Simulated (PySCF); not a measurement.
Question: What does the GFN2-xTB structure of `O=S([O-])(=O)C(F)(F)C(F)(C(F)(F)F)F` look like in three dimensions? (Charge -1.)

Answer: 
Z-matrix in Å and degrees, rows numbered from 1:
```
O 
S   1  1.4424
O   2  1.4389  1  116.11
O   2  1.4417  1  115.94  3   141.68
C   2  1.9039  1  100.20  3  -110.40
F   5  1.3553  2  109.93  1    48.19
F   5  1.3557  2  111.47  1   165.54
C   5  1.5195  2  110.74  1   -72.92
F   8  1.3443  5  111.02  2   -72.50
F   8  1.3749  5  111.46  2   171.25
C   8  1.5466  5  114.90  2    51.18
F  11  1.3264  8  112.80  5    48.56
F  11  1.3564  8  107.99  5   164.45
F  11  1.3163  8  114.53  5   -78.46
```

The C–F distances run from 1.316 Å (C11–F14, drawn single) to 1.375 Å (C8–F10, drawn single), a spread of 0.059 Å. S2 (sulfonyl sulfur) is distorted tetrahedral (angles from 100.2° to 116.2°). Of the pairs four or more bonds apart, O1···F14 is among the closest relative to their van der Waals radii: 2.61 Å, 87 % of the sum of Bondi's values. The C–C distances run from 1.520 Å (C5–C8, drawn single) to 1.547 Å (C8–C11, drawn single), a spread of 0.027 Å.

Structure optimised with GFN2-xTB, isolated species.

Point group: C1 (no symmetry element, even within 0.4 Å). GFN2-xTB frequencies: not computed here. Torsions: S2–C5–C8–F9 -73°.

One conformer stands for the species.
